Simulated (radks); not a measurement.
The numbers below are computed, except where a source is named.
Radial electron density D(r) = 4 pi r^2 rho(r) of an atom or ion with 55 electrons. Code: a radial shooting solver on a logarithmic mesh with Libxc functionals. Model: scalar-relativistic Kohn-Sham, LDA (Slater exchange, Perdew-Wang correlation), spin-polarised, spherical densities, finite nucleus; Fermi nuclear charge, rms radius of each element as measured or else 0.836 A^(1/3) + 0.57 fm.

```
   r/bohr * D(r) (the largest magnitude, 98, reaches the edge; | marks zero)
 0.001536 |  *
 0.001759 |   *
 0.002032 |    *
 0.002328 |     *
 0.002689 |      *
  0.00308 |        *
 0.003557 |          *
 0.004076 |            *
 0.004707 |               *
 0.005393 |                  *
 0.006228 |                     *
 0.007135 |                         *
  0.00824 |                            *
 0.009441 |                                *
   0.0109 |                                   *
  0.01249 |                                      *
  0.01443 |                                        *
  0.01653 |                                         *
  0.01909 |                                         *
  0.02187 |                                        *
  0.02526 |                                      *
  0.02893 |                                     *
  0.03342 |                                    *
  0.03828 |                                     *
  0.04421 |                                       *
  0.05065 |                                           *
   0.0585 |                                                *
  0.06702 |                                                    *
   0.0774 |                                                      *
  0.08868 |                                                    *
   0.1024 |                                                *
   0.1173 |                                           *
   0.1355 |                                       *
   0.1552 |                                        *
   0.1793 |                                           *
   0.2054 |                                              *
   0.2372 |                                             *
   0.2718 |                                        *
   0.3139 |                              *
   0.3596 |                     *
   0.4153 |                *
   0.4758 |                *
   0.5495 |                  *
   0.6296 |                  *
   0.7271 |                *
    0.833 |            *
    0.962 |        *
    1.102 |      *
    1.273 |    *
    1.458 |   *
    1.684 |   *
     1.93 |  *
    2.228 | *
    2.553 |*
    2.948 |*
    3.378 *
    3.901 *
    4.469 *
    5.162 *
    5.914 *
```

What is the nuclear charge?

Answer. Z = 57. The innermost maximum, from 1s, lies near gamma/Z bohr with gamma = sqrt(1 - (Z/c)^2) = 0.909, here 0.016 bohr (found: 0.0175), and its height grows with Z. The density is that of the lanthanum ion La2+ in [Xe] 4f1; the configuration itself is not fixed sharply by these data, and Z only to a few units. D(r) has 4 maxima, at r = 0.0175, 0.0774, 0.219, 0.610 bohr, and minima at 0.0337, 0.144, 0.450 bohr, inside which lie 1.96, 11.18, 29.05 electrons.
